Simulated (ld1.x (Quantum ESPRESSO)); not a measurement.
## Configuration tests for V (Z = 23) (PAW)

- Element: vanadium (V)
- Generator: ld1.x (Quantum ESPRESSO) 7.5
- Type: PAW
- Functional: PBE
- Relativity: scalar-relativistic
- Frozen core: [Ne]
- Valence charge: 13
- Reference configuration: 3s2 3p6 3d3 4s0 4p0 (charge +2)
- Partial waves: 3s (bound): rcut 1.25, rcutus 1.45 bohr; 4s (bound, empty): rcut 1.25, rcutus 1.45 bohr; 3p (bound): rcut 1.60, rcutus 1.75 bohr; 4p (bound, empty): rcut 1.60, rcutus 1.75 bohr; 3d (bound): rcut 2.00, rcutus 2.15 bohr; 3d channel at -1.25 Ry: rcut 2.00, rcutus 2.15 bohr
- Local potential: all-electron potential smoothed inside 1.15 bohr (lloc = -1)
- Core correction: Bessel-smoothed model core inside 0.65 bohr
- Augmentation charge: GAUSS, radius 1.15 bohr

Energies are relative to the spin-unpolarised reference configuration 3s2 3p6 3d3 4s0 4p0; without spin polarisation the order of configurations can differ from experiment. The frozen-core shift is the all-electron ΔE with the core orbitals held at their reference shape minus the fully relaxed ΔE.

Its overlap operator is not positive definite in a basis up to 400 Ry (lowest eigenvalue p -0.84), so the file is unfit for use: the generalised eigenproblem breaks down once the basis is large enough, and its test numbers describe a broken file.

```json
{"valence configuration": "3s2 3p6 3d3 4s2 4p0", "charge": "0", "ΔE all-electron (eV)": "-22.031", "error AE − PS (meV)": "+2.4", "frozen-core shift (meV)": "-1.3"}
{"valence configuration": "3s2 3p6 3d3 4s1 4p0", "charge": "+1", "ΔE all-electron (eV)": "-14.296", "error AE − PS (meV)": "+1.2", "frozen-core shift (meV)": "-0.8"}
{"valence configuration": "3s2 3p6 3d2 4s0 4p0", "charge": "+3", "ΔE all-electron (eV)": "28.898", "error AE − PS (meV)": "-1.4", "frozen-core shift (meV)": "-2.4"}
{"valence configuration": "3s1 3p6 3d3 4s2 4p0", "charge": "+1", "ΔE all-electron (eV)": "55.399", "error AE − PS (meV)": "+100", "frozen-core shift (meV)": "+6.6"}
{"valence configuration": "3s2 3p5 3d3 4s2 4p0", "charge": "+1", "ΔE all-electron (eV)": "28.916", "error AE − PS (meV)": "+46", "frozen-core shift (meV)": "+8.2"}
{"valence configuration": "3s2 3p6 3d3 4s1 4p1", "charge": "0", "ΔE all-electron (eV)": "-18.683", "error AE − PS (meV)": "+3.5", "frozen-core shift (meV)": "-1.0"}
{"valence configuration": "3s2 3p6 3d3 4s0 4p2", "charge": "0", "ΔE all-electron (eV)": "-15.176", "error AE − PS (meV)": "+5.5", "frozen-core shift (meV)": "-0.8"}
```

Levels in the configuration 3s2 3p6 3d3 4s1 4p0:

| level | all-electron (eV) | pseudo (eV) |
| --- | --- | --- |
| 3s | -77.835 | -77.835 |
| 3p | -51.650 | -51.650 |
| 3d | -12.633 | -12.633 |
| 4s | -10.900 | -10.901 |

A variational frozen-core shift is positive and of second order in the change. This column holds negative values, so the frozen-core run of ld1.x carries numerical noise or an error of first order here, and the column gives no more than the rough size of the effect.

The ghost test of this file was not conclusive.
